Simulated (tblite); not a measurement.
A tight-binding relaxation on `F/C=C(\[SiH2][Se][SiH3])C1CC1`.

Computed with GFN2-xTB geometry optimisation, gas phase (tblite 0.8.0). Start geometry: from a force field or distance geometry. A driver script takes a list of jobs; this job's settings line and coordinates (Å) are shown.

Command:
```bash
OMP_NUM_THREADS=1 python probes_run.py task.json out
```

Input:
```
{"job": {"kind": "relax", "xc": "GFN2-xTB", "basis": "xTB"}, "charge": 0, "multiplicity": 1}
F      0.367000    -2.401100     1.181600
C     -0.668400    -1.516200     0.995600
C     -0.509400    -0.615000     0.057600
Si     1.033500    -0.557900    -0.987900
Se     2.920700    -0.670100     0.281400
Si     4.160800     1.223900     0.063100
C     -1.557500     0.413800    -0.252000
C     -2.799100    -0.193200    -0.853100
C     -2.841300     0.467200     0.517600
H     -1.558800    -1.579900     1.632600
H      1.027700     0.641300    -1.820500
H      0.919800    -1.720400    -1.909900
H      4.803000     1.226100    -1.221200
H      5.103100     1.263100     1.197900
H      3.319500     2.448500     0.179100
H     -1.159700     1.315400    -0.728800
H     -2.870000    -1.303200    -0.870600
H     -3.229400     0.386900    -1.702300
H     -3.084800    -0.265700     1.307500
H     -3.381800     1.447100     0.519500
```

Question: What does the run print?

Answer: 
```
step      E/eV     max force
  0    -752.89563    1.713
  1    -753.07230    1.108
  2    -753.18918    0.795
  3    -753.22419    0.483
  4    -753.25321    0.413
  5    -753.27497    0.281
  6    -753.28552    0.233
  7    -753.29241    0.182
  8    -753.29683    0.153
  9    -753.30080    0.155
... (270 lines left out)
280    -753.51145    0.017
281    -753.51150    0.016
282    -753.51154    0.012
283    -753.51156    0.012
284    -753.51159    0.012
285    -753.51161    0.013
286    -753.51164    0.014
287    -753.51166    0.014
288    -753.51168    0.010
289    -753.51170    0.008
```

«max force» is the largest atomic force in eV/Å.

Question: From which step on does the largest force stay under 0.1 eV/Å, and how much energy is left to gain from there?

Answer: From step 273 (0.034 eV/Å), 1.7 meV above the end.

Main results: energy lowered by 14.2 kcal/mol over 289 steps; largest atomic force 0.008 eV/Å at the end.

Question: Estimate the wall time. Hardware: Intel Xeon at 2.70 GHz, one thread, shared host with 64 logical CPUs at a one-minute load of 60.

Answer: About 7.5 s.
Labels such as C1 count atoms from 1, the log's own numbers from 0.
